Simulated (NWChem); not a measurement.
Species: YF3; SMILES [F][Y]([F])[F]

Program: NWChem. Medium grid unless said otherwise, to which SCAN and Minnesota functionals are sensitive. Geometry: optimised at PBE-D3(BJ)/def2-SVP. No frequency run checked for a minimum. def2 effective core potentials on Y; no spin-orbit coupling. B3LYP is NWChem's, with the RPA form of VWN correlation. Total energies of different functionals are on different scales.

```json
[
 {"level": "B3LYP/def2-SVP", "energy (Ha)": "-337.8887", "highest occupied level (eV)": "-9.99", "orbital gap (eV)": "7.27", "dipole (D)": "1.22"},
 {"level": "PBE/def2-SVP", "energy (Ha)": "-337.6018", "highest occupied level (eV)": "-8.33", "orbital gap (eV)": "5.25", "dipole (D)": "1.15"},
 {"level": "B97-D/def2-SVP", "energy (Ha)": "-337.8185", "highest occupied level (eV)": "-8.41", "orbital gap (eV)": "5.54", "dipole (D)": "1.18"},
 {"level": "HCTH/407/def2-SVP", "energy (Ha)": "-337.9593", "highest occupied level (eV)": "-8.62", "orbital gap (eV)": "5.11", "dipole (D)": "1.17"},
 {"level": "LDA (Slater exchange, VWN5)/def2-SVP", "energy (Ha)": "-335.8756", "highest occupied level (eV)": "-8.56", "orbital gap (eV)": "5.33", "dipole (D)": "1.15"},
 {"level": "PW91/def2-SVP", "energy (Ha)": "-337.8277", "highest occupied level (eV)": "-8.42", "orbital gap (eV)": "…", "dipole (D)": "1.16"},
 {"level": "B97-2/def2-SVP", "energy (Ha)": "-337.8206", "highest occupied level (eV)": "-10.00", "orbital gap (eV)": "7.72", "dipole (D)": "1.23"},
 {"level": "MN15-L/def2-SVP", "energy (Ha)": "-337.4474", "highest occupied level (eV)": "-9.04", "orbital gap (eV)": "6.69", "dipole (D)": "1.25"},
 {"level": "RPBE/def2-SVP", "energy (Ha)": "-337.8731", "highest occupied level (eV)": "-8.26", "orbital gap (eV)": "5.12", "dipole (D)": "1.16"},
 {"level": "PW6B95/def2-SVP", "energy (Ha)": "-338.1760", "highest occupied level (eV)": "-10.52", "orbital gap (eV)": "8.08", "dipole (D)": "1.24"},
 {"level": "SCAN/def2-SVP", "energy (Ha)": "-337.8219", "highest occupied level (eV)": "-8.78", "orbital gap (eV)": "6.18", "dipole (D)": "1.22"}
]
```

**Question.** What belongs in the gaps?

**Answer.** 
- PW91/def2-SVP, orbital gap (eV): 5.19
